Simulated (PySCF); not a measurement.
## Radial density of Zn⁺ (zinc, charge +1)

PW91, [Ar] 3d10 4s1, 2S determinant. All numbers are calculated (PySCF 2.14, scalar relativity by spin-free X2C-1e, in x2c-TZVPPall with one added diffuse shell each of s, p, d, f type (7s6p5d3f1g, 80 functions)).

```json
{"r (bohr)": "0.000823", "4πr²ρ (e/bohr)": "0.2382", "4πr²(ρα − ρβ)": "0.0001"}
{"r (bohr)": "0.00138", "4πr²ρ (e/bohr)": "0.5953", "4πr²(ρα − ρβ)": "0.0003"}
{"r (bohr)": "0.00233", "4πr²ρ (e/bohr)": "1.477", "4πr²(ρα − ρβ)": "0.0007"}
{"r (bohr)": "0.00392", "4πr²ρ (e/bohr)": "3.548", "4πr²(ρα − ρβ)": "0.0016"}
{"r (bohr)": "0.00659", "4πr²ρ (e/bohr)": "8.014", "4πr²(ρα − ρβ)": "0.0036"}
{"r (bohr)": "0.0111", "4πr²ρ (e/bohr)": "16.35", "4πr²(ρα − ρβ)": "0.0071"}
{"r (bohr)": "0.0186", "4πr²ρ (e/bohr)": "28.13", "4πr²(ρα − ρβ)": "0.0111"}
{"r (bohr)": "0.0313", "4πr²ρ (e/bohr)": "36.47", "4πr²(ρα − ρβ)": "0.0105"}
{"r (bohr)": "0.0527", "4πr²ρ (e/bohr)": "32.67", "4πr²(ρα − ρβ)": "0.0011"}
{"r (bohr)": "0.0887", "4πr²ρ (e/bohr)": "30.25", "4πr²(ρα − ρβ)": "0.0042"}
{"r (bohr)": "0.149", "4πr²ρ (e/bohr)": "41.74", "4πr²(ρα − ρβ)": "0.0254"}
{"r (bohr)": "0.251", "4πr²ρ (e/bohr)": "28.42", "4πr²(ρα − ρβ)": "-0.0291"}
{"r (bohr)": "0.422", "4πr²ρ (e/bohr)": "20.78", "4πr²(ρα − ρβ)": "-0.0102"}
{"r (bohr)": "0.710", "4πr²ρ (e/bohr)": "21.96", "4πr²(ρα − ρβ)": "-0.0457"}
{"r (bohr)": "1.19", "4πr²ρ (e/bohr)": "6.672", "4πr²(ρα − ρβ)": "0.1667"}
{"r (bohr)": "2.01", "4πr²ρ (e/bohr)": "1.383", "4πr²(ρα − ρβ)": "0.5361"}
{"r (bohr)": "3.38", "4πr²ρ (e/bohr)": "0.2385", "4πr²(ρα − ρβ)": "0.1947"}
{"r (bohr)": "5.68", "4πr²ρ (e/bohr)": "0.005912", "4πr²(ρα − ρβ)": "0.0056"}
{"r (bohr)": "9.56", "4πr²ρ (e/bohr)": "2.365e-05", "4πr²(ρα − ρβ)": "0.0000"}
```

Densities and radii are taken from the X2C orbitals without a picture-change correction, which distorts them close to the nucleus.

(1) Where is the radial spin density 4πr²(ρα − ρβ) most negative, and why is it negative at all?

Results:

(1) Around r = 0.710 bohr, down to -0.0457 e/bohr: exchange with the open shell polarises the paired shells in an unrestricted calculation.
